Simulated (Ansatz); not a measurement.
# B2H10Si3: where a starting geometry ends

The starting geometry of this gas-phase singlet was optimised with GFN2-xTB.

```
atom    x (Å)    y (Å)    z (Å)
   B  -2.3265  -0.0362   2.0407
   B  -1.2882   1.9312  -0.0783
  Si  -1.4897  -0.0926   0.3088
  Si  -0.4316   1.7985  -1.7956
  Si   1.7872   1.4403  -2.3916
   H  -3.4897   0.0578   2.1557
   H  -1.6909   0.0670   3.0205
   H  -0.1697  -0.7752   0.1888
   H  -2.2079  -0.7805  -0.7985
   H  -1.1502   1.6520  -3.0950
   H  -2.3720   2.4290  -0.0891
   H  -0.5850   2.3931   0.7700
   H   2.6179   1.2831  -1.1911
   H   2.3610   2.5801  -3.1259
   H   2.0629   0.2556  -3.2180
```

Where would you expect an optimisation with r2SCAN-D4/def2-SVP to take it?

New bonds form, giving a structure with H11 bridging B1 and B2, given below by its coordinates. Distances that change by over a tenth: B1–Si3 (1.92 → 2.15 Å). Contacts that close: B1–B2 (3.07 → 1.78 Å), B1–H11 (3.26 → 1.36 Å), Si3–Si4 (3.02 → 2.40 Å).

The energy falls by 1.77 eV over 19 steps:

| step | E − E(last) (eV) |
| --- | --- |
| 1 | 1.765 |
| 3 | 1.119 |
| 5 | 0.797 |
| 7 | 0.645 |
| 9 | 0.236 |
| 11 | 0.052 |
| 13 | 0.024 |
| 15 | 0.002 |
| 17 | 0.000 |
| 19 | 0.000 |

Final geometry (Å):

```yaml
atoms:
  - { symbol: B, position_ang: [-2.2792, 0.8695, 1.2422] }
  - { symbol: B, position_ang: [-0.9359, 1.6312, 0.3574] }
  - { symbol: Si, position_ang: [-1.1294, -0.3907, -0.0645] }
  - { symbol: Si, position_ang: [-0.5605, 1.4061, -1.5512] }
  - { symbol: Si, position_ang: [1.6358, 1.5549, -2.3068] }
  - { symbol: H, position_ang: [-3.3918, 0.7492, 0.7829] }
  - { symbol: H, position_ang: [-2.1102, 0.7588, 2.4308] }
  - { symbol: H, position_ang: [-0.1248, -1.2442, 0.6183] }
  - { symbol: H, position_ang: [-2.2245, -1.1360, -0.7359] }
  - { symbol: H, position_ang: [-1.6479, 1.3601, -2.5752] }
  - { symbol: H, position_ang: [-2.0301, 2.1508, 0.8517] }
  - { symbol: H, position_ang: [0.0636, 1.7329, 1.0282] }
  - { symbol: H, position_ang: [2.5358, 1.3609, -1.1307] }
  - { symbol: H, position_ang: [1.9052, 2.8941, -2.9143] }
  - { symbol: H, position_ang: [1.9214, 0.5058, -3.3314] }
```

The end wasn't checked by frequencies. Run with Ansatz 0.2.0, 47 s on 2 threads of Intel(R) Xeon(R) Platinum 8488C (Sapphire Rapids), on a shared host.
